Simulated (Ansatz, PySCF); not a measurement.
BiCl₂, SMILES [Cl][Bi][Cl], multiplicity 2. Atoms are numbered in the order given.

```xyz
3

Bi     0.0000     0.0000     0.4228
Cl     0.0000     1.8746    -1.1649
Cl     0.0000    -1.8746    -1.1649
```
Charge 0, spin multiplicity 2.

Geometry optimised at B3LYP-D3(BJ)/def2-TZVP. The spin state was assumed, not searched. The isomer is the one that the SMILES or the coordinates give; other isomers of the formula were not compared. The def2 effective core potentials stand for the cores of Bi; spin–orbit coupling is left out.

Two levels are set side by side: PBE-D3(BJ)/def2-TZVP (Ansatz, a quantum-chemistry and plane-wave program) and B3LYP-D3(BJ)/def2-TZVP (Ansatz). Each level has its own optimised geometry; the coordinates shown are those of the second. Frequencies come from the Hessian of PySCF at each geometry. Differences are taken from unrounded values.

```csv
quantity,B3LYP-D3(BJ)
mean bond length (Å),2.457
bond Bi1–Cl2 (Å),2.457
bond Bi1–Cl3 (Å),2.457
highest harmonic wavenumber (cm⁻¹),333
mean harmonic wavenumber (cm⁻¹),250
zero-point energy (kcal/mol),1.07
```

### Question
What does PBE-D3(BJ) give, and how far is it from B3LYP-D3(BJ)? (Estimate from the structure and the level; the computed values follow.)

### Answer

```json
[
 {"quantity": "mean bond length (Å)", "PBE-D3(BJ)": "2.455", "PBE-D3(BJ) minus B3LYP-D3(BJ)": "-0.002"},
 {"quantity": "bond Bi1–Cl2 (Å)", "PBE-D3(BJ)": "2.455", "PBE-D3(BJ) minus B3LYP-D3(BJ)": "-0.002"},
 {"quantity": "bond Bi1–Cl3 (Å)", "PBE-D3(BJ)": "2.455", "PBE-D3(BJ) minus B3LYP-D3(BJ)": "-0.002"},
 {"quantity": "highest harmonic wavenumber (cm⁻¹)", "PBE-D3(BJ)": "330", "PBE-D3(BJ) minus B3LYP-D3(BJ)": "-3"},
 {"quantity": "mean harmonic wavenumber (cm⁻¹)", "PBE-D3(BJ)": "247", "PBE-D3(BJ) minus B3LYP-D3(BJ)": "-3"},
 {"quantity": "zero-point energy (kcal/mol)", "PBE-D3(BJ)": "1.06", "PBE-D3(BJ) minus B3LYP-D3(BJ)": "-0.01"}
]
```

Here PBE gives about what the other level gives.
